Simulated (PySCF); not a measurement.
H$_{4}$Ge, singlet, at a GFN2-xTB geometry; PySCF with HF/def2-SV(P).

Here is a job for PySCF.
```python
from pyscf import gto, scf

mol = gto.M(
    atom='''
Ge    0.00000000   -0.00000000    0.00000000
H    -0.59006963   -0.86482524   -1.04966053
H     0.55512279   -0.84636567    1.08323401
H    -1.04872747    0.88859607    0.55539157
H     1.08367430    0.82259483   -0.58896505
''',
    basis='def2-sv(p)',
    verbose=4,
    symmetry=True,
    symmetry_subgroup='C2',
)

mf = scf.RHF(mol)
mf.kernel()
mf.analyze()
```

What the program printed (banner, timings and long lists left out):

```
PySCF version 2.14.0

[INPUT] verbose = 4
[INPUT] num. atoms = 5
[INPUT] num. electrons = 36
[INPUT] charge = 0
[INPUT] spin (= nelec alpha-beta = 2S) = 0
[INPUT] symmetry True subgroup C2
[INPUT] Mole.unit = angstrom
[INPUT] Symbol           X                Y                Z      unit          X                Y                Z       unit  Magmom
[INPUT]  1 Ge     0.000000000000   0.000000000000   0.000000000000 AA    0.000000000000   0.000000000000   0.000000000000 Bohr   0.0
[INPUT]  2 H     -0.590069630000  -0.864825240000  -1.049660530000 AA   -1.115069995123  -1.634282849211  -1.983570925466 Bohr   0.0
[INPUT]  3 H      0.555122790000  -0.846365670000   1.083234010000 AA    1.049030038604  -1.599399317534   2.047015607714 Bohr   0.0
[INPUT]  4 H     -1.048727470000   0.888596070000   0.555391570000 AA   -1.981807697608   1.679203207665   1.049537959192 Bohr   0.0
[INPUT]  5 H      1.083674300000   0.822594830000  -0.588965050000 AA    2.047847635230   1.554478940183  -1.112982641441 Bohr   0.0

nuclear repulsion = 47.0000969167727
point group symmetry = Td, use subgroup C2
symmetry origin: [-5.24923919e-10 -5.24923925e-10  0.00000000e+00]
symmetry axis x: [ 0.02041434  0.99959923 -0.01961209]
symmetry axis y: [ 0.95731009 -0.01388583  0.28872925]
symmetry axis z: [ 0.28834121 -0.02466907 -0.9572099 ]
num. orbitals of irrep A = 22
num. orbitals of irrep B = 18
number of shells = 20
number of NR pGTOs = 90
number of NR cGTOs = 40
basis = def2-sv(p)
ecp = {}

******** <class 'pyscf.scf.hf_symm.SymAdaptedRHF'> ********
method = SymAdaptedRHF
initial guess = minao
damping factor = 0
level_shift factor = 0
DIIS = <class 'pyscf.scf.diis.CDIIS'>
diis_start_cycle = 1
diis_space = 8
diis_damp = 0
SCF conv_tol = 1e-09
SCF conv_tol_grad = None
SCF max_cycles = 50
direct_scf = True
direct_scf_tol = 1e-13
Freeze 0 electrons in irreps []
    36 free electrons in irreps A B
Set gradient conv threshold to 3.16228e-05
Initial guess from minao.
init E= -2076.56415810264
HOMO (B) = -0.398889568102948  LUMO (B) = 0.138668306753766  gap/eV = 14.62769
cycle= 1 E= -2077.38576067898  delta_E= -0.822  |g|= 0.19  |ddm|= 1.78
HOMO (B) = -0.491826034298219  LUMO (B) = 0.164004289253371  gap/eV = 17.84605
cycle= 2 E= -2077.39813460421  delta_E= -0.0124  |g|= 0.0887  |ddm|= 0.23
HOMO (B) = -0.481327735953808  LUMO (B) = 0.173421685160066  gap/eV = 17.81664
cycle= 3 E= -2077.39938995649  delta_E= -0.00126  |g|= 0.0255  |ddm|= 0.0654
HOMO (B) = -0.479344731393668  LUMO (B) = 0.176764716842079  gap/eV = 17.85365
cycle= 4 E= -2077.39960461096  delta_E= -0.000215  |g|= 0.00278  |ddm|= 0.0391
HOMO (B) = -0.480441406403929  LUMO (B) = 0.176157662453411  gap/eV = 17.86697
cycle= 5 E= -2077.39960890695  delta_E= -4.3e-06  |g|= 0.000509  |ddm|= 0.00779
HOMO (B) = -0.48045290244104  LUMO (B) = 0.176163493820424  gap/eV = 17.86744
cycle= 6 E= -2077.39960910467  delta_E= -1.98e-07  |g|= 4.56e-05  |ddm|= 0.00216
HOMO (B) = -0.480451741163551  LUMO (B) = 0.176166021280141  gap/eV = 17.86748
cycle= 7 E= -2077.39960910647  delta_E= -1.81e-09  |g|= 2.22e-06  |ddm|= 0.000227
HOMO (B) = -0.480450909987196  LUMO (B) = 0.17616632068028  gap/eV = 17.86746
cycle= 8 E= -2077.39960910648  delta_E= -5.91e-12  |g|= 1.39e-07  |ddm|= 1.12e-05
HOMO (B) = -0.480450899613742  LUMO (B) = 0.176166346430797  gap/eV = 17.86747
Extra cycle  E= -2077.39960910648  delta_E= 1.36e-12  |g|= 2.77e-08  |ddm|= 9.64e-07
converged SCF energy = -2077.39960910648
**** SCF Summaries ****
Total Energy =                       -2077.399609106477783
Nuclear Repulsion Energy =              47.000096916772726
One-electron Energy =                -2990.978506793729139
Two-electron Energy =                  866.578800770478892
Two-electron Coulomb Energy =          945.517878044902545
DFT Exchange-Correlation Energy =      -78.939077274423653
HOMO-LUMO gap [eV] =                    17.867465349507263
Wave-function symmetry = A
occupancy for each irrep:      A    B
                              10    8
**** MO energy ****
MO #1 (A #1), energy= -405.185268117274 occ= 2
MO #2 (A #2), energy= -52.1168536006681 occ= 2
MO #3 (A #3), energy= -46.2174698781061 occ= 2
MO #4 (B #1), energy= -46.2174698781069 occ= 2
MO #5 (B #2), energy= -46.2174698781045 occ= 2
MO #6 (A #4), energy= -7.17549929898759 occ= 2
MO #7 (A #5), energy= -5.15340083216918 occ= 2
MO #8 (B #3), energy= -5.1534008321752 occ= 2
MO #9 (B #4), energy= -5.15340083216212 occ= 2
MO #10 (A #6), energy= -1.62760202296499 occ= 2
MO #11 (B #5), energy= -1.62760202298178 occ= 2
MO #12 (B #6), energy= -1.6276020229473 occ= 2
MO #13 (A #7), energy= -1.62298063012599 occ= 2
MO #14 (A #8), energy= -1.62298063012214 occ= 2
MO #15 (A #9), energy= -0.750099391811039 occ= 2
MO #16 (A #10), energy= -0.480450899641663 occ= 2
MO #17 (B #7), energy= -0.480450899726185 occ= 2
MO #18 (B #8), energy= -0.480450899613742 occ= 2
MO #19 (A #11), energy= 0.176166346484192 occ= 0
MO #20 (B #9), energy= 0.176166346430797 occ= 0
MO #21 (B #10), energy= 0.176166346595204 occ= 0
MO #22 (A #12), energy= 0.235513073830264 occ= 0
MO #23 (A #13), energy= 0.3262422153984 occ= 0
MO #24 (A #14), energy= 0.433283516820554 occ= 0
MO #25 (B #11), energy= 0.433283516791665 occ= 0
MO #26 (B #12), energy= 0.433283516829315 occ= 0
 ** Mulliken pop on meta-lowdin orthogonal AOs  **
 ** Mulliken pop  **
pop of  0 Ge 1s           2.00000
pop of  0 Ge 2s           1.99998
pop of  0 Ge 3s           1.99981
pop of  0 Ge 4s           1.05201
pop of  0 Ge 5s           0.00386
pop of  0 Ge 2px          2.00000
pop of  0 Ge 2py          2.00000
pop of  0 Ge 2pz          2.00000
pop of  0 Ge 3px          1.99996
pop of  0 Ge 3py          1.99996
pop of  0 Ge 3pz          1.99996
pop of  0 Ge 4px          0.81596
pop of  0 Ge 4py          0.81596
pop of  0 Ge 4pz          0.81596
pop of  0 Ge 5px          0.01098
pop of  0 Ge 5py          0.01098
pop of  0 Ge 5pz          0.01098
pop of  0 Ge 3dxy         1.99964
pop of  0 Ge 3dyz         1.99964
pop of  0 Ge 3dz^2        1.99991
pop of  0 Ge 3dxz         1.99975
pop of  0 Ge 3dx2-y2      1.99997
pop of  0 Ge 4dxy         0.00639
pop of  0 Ge 4dyz         0.00639
pop of  0 Ge 4dz^2        0.00148
pop of  0 Ge 4dxz         0.00445
pop of  0 Ge 4dx2-y2      0.00050
pop of  0 Ge 5dxy         0.00169
pop of  0 Ge 5dyz         0.00169
pop of  0 Ge 5dz^2        0.00039
pop of  0 Ge 5dxz         0.00118
pop of  0 Ge 5dx2-y2      0.00013
pop of  1 H 1s            1.10713
pop of  1 H 2s            0.00299
pop of  2 H 1s            1.10713
pop of  2 H 2s            0.00299
pop of  3 H 1s            1.10713
pop of  3 H 2s            0.00299
pop of  4 H 1s            1.10713
pop of  4 H 2s            0.00299
 ** Mulliken atomic charges  **
charge of    0Ge =      0.44045
charge of    1H =     -0.11011
charge of    2H =     -0.11011
charge of    3H =     -0.11011
charge of    4H =     -0.11011
Dipole moment(X, Y, Z, Debye): -0.00000, -0.00000, -0.00000
```
